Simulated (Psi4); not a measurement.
CdCl$_{2}$ (SMILES [Cl][Cd][Cl]), singlet, at a GFN2-xTB geometry (such geometries of metal compounds can be far from the true shape) (core potentials on Cd); Psi4 with M06-2X/def2-SV(P).

Psi4 was given this input:
```
memory 2 GB

molecule mol {
0 1
Cd   -0.396713    0.183899   -0.314496
Cl    1.796225    0.099293   -0.905454
Cl   -0.676094   -0.618537    1.793443
}

set {
  basis def2-sv(p)
  reference rks
  guess sapgau
}

energy('m06-2x')
print_variables()
```

Output, abridged:

```
   => Loading Basis Set <=

    Name: DEF2-SV(P)
    Role: ORBITAL
    Keyword: BASIS

    !!!  WARNING: ECP capability is in beta. Please check occupations closely.  !!!

         ---------------------------------------------------------
                                   SCF
               by Justin Turney, Rob Parrish, Andy Simmonett
                          and Daniel G. A. Smith
                              RKS Reference
         ---------------------------------------------------------

  ==> Geometry <==

    Molecular point group: cs
    Full point group: Cs

    Geometry (in Angstrom), charge = 0, multiplicity = 1:

       Center              X                  Y                   Z               Mass
    ------------   -----------------  -----------------  -----------------  -----------------
         CD           0.330577310143     0.367329064230     0.000000000000   113.903365090000
         CL           0.847826626428    -1.845772774739     0.000000000000    34.968852682000
         CL          -1.924609682198     0.649278943740     0.000000000000    34.968852682000

  Running in cs symmetry.

  Rotational constants: A =      0.23055  B =      0.06931  C =      0.05329 [cm^-1]
  Rotational constants: A =   6911.66188  B =   2077.71531  C =   1597.49284 [MHz]
  Nuclear repulsion =  199.331037340040837

  Charge       = 0
  Multiplicity = 1
  Electrons    = 54
  Nalpha       = 27
  Nbeta        = 27

  ==> Algorithm <==

  SCF Algorithm Type is DF.
  DIIS enabled.
  MOM disabled.
  Fractional occupation disabled.
  Guess Type is SAPGAU.
  Energy threshold   = 1.00e-06
  Density threshold  = 1.00e-06
  Integral threshold = 1.00e-12

  ==> Primary Basis <==

  Basis Set: DEF2-SV(P)
    Blend: DEF2-SV(P)
    Number of shells: 26
    Number of basis functions: 60
    Number of Cartesian functions: 64
    Spherical Harmonics?: true
    Max angular momentum: 2

  Core potential: DEF2-SV(P)
    Number of shells: 4
    Number of ECP primitives: 14
    Number of ECP core electrons: 28
    Max angular momentum: 3

  ==> DFT Potential <==

   => LibXC <=

    Version 7.1.2
    S. Lehtola, C. Steigemann, M. J. T. Oliveira, and M. A. L. Marques,  SoftwareX 7, 1–5 (2018) (10.1016/j.softx.2017.11.002)

   => Composite Functional: M06-2X <=

    Hybrid M06-2X Meta-GGA XC Functional  (10.1007/s00214-007-0310-x)
    Y. Zhao and D. G. Truhlar,  Theor. Chem. Acc., 120, 215, 2008

    Deriv               =              1
    GGA                 =           TRUE
    Meta                =           TRUE

    Exchange Hybrid     =           TRUE
    MP2 Hybrid          =          FALSE

   => Exchange Functionals <=

    1.0000   XC_HYB_MGGA_X_M06_2X

   => Exact (HF) Exchange <=

    0.5400               HF

   => Correlation Functionals <=

    1.0000   XC_MGGA_C_M06_2X

   => LibXC Density Thresholds  <==

    XC_MGGA_C_M06_2X:  1.00E-12
    XC_HYB_MGGA_X_M06_2X:  1.00E-15

   => Molecular Quadrature <=

    Radial Scheme          =       TREUTLER
    Pruning Scheme         =           NONE
    Nuclear Scheme         =       TREUTLER

    Blocking Scheme        =         OCTREE
    BS radius alpha        =              1
    Pruning alpha          =              1
    Radial Points          =             75
    Spherical Points       =            302
    Total Points           =          64070
    Total Blocks           =            573
    Max Points             =            256
    Max Functions          =             58
    Weights Tolerance      =       1.00E-15

   => Loading Basis Set <=

    Name: (DEF2-SV(P) AUX)
    Role: JKFIT
    Keyword: DF_BASIS_SCF

   => Loading Basis Set <=

    Name: SAP_HELFEM_LARGE
    Role: ORBITAL
    Keyword: SAPGAU_BASIS

  ==> Integral Setup <==

  SCF_SUBTYPE=INCORE selected. In-core MEM_DF algorithm will be used.
  Using in-core AOs.

  ==> MemDFJK: Density-Fitted J/K Matrices <==

    J tasked:                   Yes
    K tasked:                   Yes
    wK tasked:                   No
    Algorithm:                 Core
    Schwarz Cutoff:           1E-12
    Mask sparsity (%):       3.5000
    Fitting Condition:        1E-10

   => Auxiliary Basis Set <=

  Basis Set: (DEF2-SV(P) AUX)
    Blend: DEF2-UNIVERSAL-JKFIT
    Number of shells: 125
    Number of basis functions: 511
    Number of Cartesian functions: 694
    Spherical Harmonics?: true
    Max angular momentum: 6

  Minimum eigenvalue in the overlap matrix is 2.2599686811E-02.
  Reciprocal condition number of the overlap matrix is 6.6475203296E-03.
    Using symmetric orthogonalization.

  ==> Pre-Iterations <==

  SCF Guess: Superposition of Atomic Potentials (doi:10.1021/acs.jctc.8b01089).
  Using error function fits of the atomic potentials (doi:10.1063/5.0004046).

   -------------------------------------------------------
    Irrep   Nso     Nmo     Nalpha   Nbeta   Ndocc  Nsocc
   -------------------------------------------------------
     A'        43      43      20      20      20       0
     A"        17      17       7       7       7       0
   -------------------------------------------------------
    Total      60      60      27      27      27       0
   -------------------------------------------------------

  ==> Iterations <==

                           Total Energy        Delta E     RMS |[F,P]|

    Occupation by irrep:
             Ap   App
    DOCC [    21,    6 ]
    NA   [    21,    6 ]
    NB   [    21,    6 ]

   @DF-RKS iter   1:  -936.19005754805130   -9.36190e+02   8.96041e-02 DIIS/ADIIS
    Occupation by irrep:
             Ap   App
    DOCC [    20,    7 ]
    NA   [    20,    7 ]
    NB   [    20,    7 ]

   @DF-RKS iter   2: -1046.44284598407171   -1.10253e+02   8.37102e-02 DIIS/ADIIS
   @DF-RKS iter   3: -1085.11809040331673   -3.86752e+01   4.57587e-02 DIIS/ADIIS
   @DF-RKS iter   4: -1084.29869702262749    8.19393e-01   4.82492e-02 DIIS/ADIIS
   @DF-RKS iter   5: -1087.73484440529637   -3.43615e+00   7.61063e-03 DIIS/ADIIS
   @DF-RKS iter   6: -1087.77905817042824   -4.42138e-02   3.22667e-03 DIIS/ADIIS
   @DF-RKS iter   7: -1087.79650205427447   -1.74439e-02   1.18560e-03 DIIS/ADIIS
   @DF-RKS iter   8: -1087.79799892227766   -1.49687e-03   3.60296e-04 DIIS/ADIIS
   @DF-RKS iter   9: -1087.79813799906651   -1.39077e-04   1.15452e-04 DIIS/ADIIS
   @DF-RKS iter  10: -1087.79815199850918   -1.39994e-05   3.29722e-05 DIIS
   @DF-RKS iter  11: -1087.79815279693753   -7.98428e-07   2.06546e-05 DIIS
   @DF-RKS iter  12: -1087.79815321190131   -4.14964e-07   1.03421e-06 DIIS
   @DF-RKS iter  13: -1087.79815321390356   -2.00225e-09   1.10051e-07 DIIS
  Energy and wave function converged.

  ==> Post-Iterations <==

   Electrons on quadrature grid:
      Ntotal   =   53.9999627022 ; deviation = -3.730e-05

    Orbital Energies [Eh]
    ---------------------

    Doubly Occupied:

       1Ap  -102.600351     2Ap  -102.600309     3Ap    -9.769275
       4Ap    -9.769256     5Ap    -7.494592     6Ap    -7.494587
       1App   -7.490454     2App   -7.490448     7Ap    -7.490276
       8Ap    -7.490272     9Ap    -4.430009     3App   -2.911697
      10Ap    -2.911011    11Ap    -2.907403    12Ap    -0.875784
      13Ap    -0.872629    14Ap    -0.692494     4App   -0.692373
       5App   -0.690360    15Ap    -0.687380    16Ap    -0.686860
      17Ap    -0.432391    18Ap    -0.375109     6App   -0.368157
      19Ap    -0.364546     7App   -0.352888    20Ap    -0.345232

    Virtual:

      21Ap    -0.112621     8App   -0.005207    22Ap     0.057772
      23Ap     0.075608    24Ap     0.124148     9App    0.307936
      25Ap     0.333707    26Ap     0.344011    10App    0.486025
      11App    0.488757    27Ap     0.489819    28Ap     0.554086
      29Ap     0.599872    30Ap     0.661235    31Ap     0.721185
      32Ap     0.872106    12App    0.876434    13App    0.877696
      33Ap     0.878551    34Ap     0.879701    14App    0.912060
      15App    0.912098    35Ap     0.917475    36Ap     0.936338
      37Ap     1.006460    38Ap     1.033106    16App    1.039446
      17App    1.051598    39Ap     1.136286    40Ap     1.342406
      41Ap     1.394234    42Ap     2.159588    43Ap    56.466385

    Final Occupation by Irrep:
             Ap   App
    DOCC [    20,    7 ]
    NA   [    20,    7 ]
    NB   [    20,    7 ]

  @DF-RKS Final Energy: -1087.79815321390356

   => Energetics <=

    Nuclear Repulsion Energy =            199.3310373400408366
    One-Electron Energy =               -1965.9212166957338468
    Two-Electron Energy =                 713.0961271360761202
    DFT Exchange-Correlation Energy =     -34.3041009942867916
    Empirical Dispersion Energy =           0.0000000000000000
    VV10 Nonlocal Energy =                  0.0000000000000000
    Total Energy =                      -1087.7981532139035608

Computation Completed

Properties will be evaluated at   0.000000,   0.000000,   0.000000 [a0]

Properties computed using the SCF density matrix

 Multipole Moments:

 ------------------------------------------------------------------------------------
     Multipole            Electronic (a.u.)      Nuclear  (a.u.)        Total (a.u.)
 ------------------------------------------------------------------------------------

 L = 1.  Multiply by 2.5417464519 to convert [e a0] to [Debye]
 Dipole X            :         23.4525749          -22.0980146            1.3545603
 Dipole Y            :         26.0598895          -24.5547495            1.5051401
 Dipole Z            :          0.0000000            0.0000000            0.0000000
 Magnitude           :                                                    2.0249149

 ------------------------------------------------------------------------------------

  Variable Map:
  ----------------------------------------------------------------------------
  "CURRENT ENERGY"              =>   -1087.798153213904
  "CURRENT REFERENCE ENERGY"    =>   -1087.798153213904
  "DD SOLVATION ENERGY"         =>       0.000000000000
  "DFT FUNCTIONAL TOTAL ENERGY" =>   -1087.798153213904
  "DFT TOTAL ENERGY"            =>   -1087.798153213904
  "DFT VV10 ENERGY"             =>       0.000000000000
  "DFT XC ENERGY"               =>     -34.304100994287
  "GRID ELECTRONS ALPHA"        =>      26.999981351083
  "GRID ELECTRONS BETA"         =>      26.999981351083
  "GRID ELECTRONS TOTAL"        =>      53.999962702167
  "NUCLEAR REPULSION ENERGY"    =>     199.331037340041
  "ONE-ELECTRON ENERGY"         =>   -1965.921216695734
  "PCM POLARIZATION ENERGY"     =>       0.000000000000
  "PE ENERGY"                   =>       0.000000000000
  "SCF ITERATION ENERGY"        =>   -1087.798153213904
  "SCF ITERATIONS"              =>      13.000000000000
  "SCF TOTAL ENERGY"            =>   -1087.798153213904
  "TWO-ELECTRON ENERGY"         =>     713.096127136076
  "XC GRID RADIAL POINTS"       =>      75.000000000000
  "XC GRID SPHERICAL POINTS"    =>     302.000000000000
  "XC GRID TOTAL POINTS"        =>   64070.000000000000

  Array Variable Map:
  ----------------------------------------------------------------------------
  "CURRENT DIPOLE"              =>       1.354560291985 ... 0.000000000000 1 by 3
  "SCF DIPOLE"                  =>       1.354560291985 ... 0.000000000000 1 by 3
  "SCF TOTAL ENERGIES"          =>    -936.190057548051 ... -1087.798153213904 1 by 13
```
